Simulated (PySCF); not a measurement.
# Deuteron quadrupole couplings in `N#CC/C(F)=C\[SiH3]`

C4H6FNSi.
Structure used (GFN2-xTB), in Å, numbered top down from 1:
```
atom  x, y, z in Å
N1    -1.210   -1.564    2.228
C2    -1.290   -1.121    1.179
C3    -1.389   -0.540   -0.140
C4    -0.806    0.845   -0.131
F5    -1.764    1.802   -0.020
C6     0.470    1.177   -0.201
Si7    1.882   -0.061   -0.336
H8    -2.445   -0.494   -0.424
H9    -0.847   -1.176   -0.844
H10    0.701    2.232   -0.168
H11    1.693   -0.839   -1.567
H12    1.874   -0.959    0.817
H13    3.126    0.700   -0.411
```

Level: PBE0/pcSseg-1 (PySCF, non-relativistic); Q(2H) = 0.00286 b; rigid geometry, the same for H and D, with no vibrational averaging.

Question: Rank these positions by the coupling χzz of a deuteron there, largest first.
A. H12 (Si–H hydrogen)
B. H10 (vinylic hydrogen)
C. H9 (methylene hydrogen)

Answer: B (223 kHz), C (198 kHz), A (108 kHz).

Question: Give the electric field gradient Vzz (the principal value of largest size), its asymmetry and the 2H coupling at each hydrogen.

Answer: 
| atom | bonded to | bond length (Å) | Vzz (au) | η | χzz (kHz) |
| --- | --- | --- | --- | --- | --- |
| H8 | C3 | 1.094 | 0.2923 | 0.03 | 196 |
| H9 | C3 | 1.093 | 0.2949 | 0.02 | 198 |
| H10 | C6 | 1.081 | 0.3312 | 0.05 | 223 |
| H11 | Si7 | 1.469 | 0.1584 | 0.03 | 106 |
| H12 | Si7 | 1.462 | 0.1610 | 0.02 | 108 |
| H13 | Si7 | 1.460 | 0.1640 | 0.02 | 110 |

Question: Average by the element that carries the hydrogen.

Answer: on C: 206 kHz over 3 positions, mean bond length 1.089 Å; on Si: 108 kHz over 3 positions, mean bond length 1.464 Å.

Question: A static deuteron (I = 1) shows a doublet split by (3/2)χ, (3/4)χ(1 + η) and (3/4)χ(1 − η) with the field along z, y and x of the gradient. What are these for H12?

Answer: With |χ| = 108.2 kHz and η = 0.018: 162, 83 and 80 kHz, to first order and without motion.

The structure is a single GFN2-xTB conformer in the gas phase; no vibrational or solvent corrections. GFN2-xTB bond lengths can be off by several hundredths of an ångström, more for odd bonds, and the gradients follow them. A larger basis could move these couplings by a tenth or more.
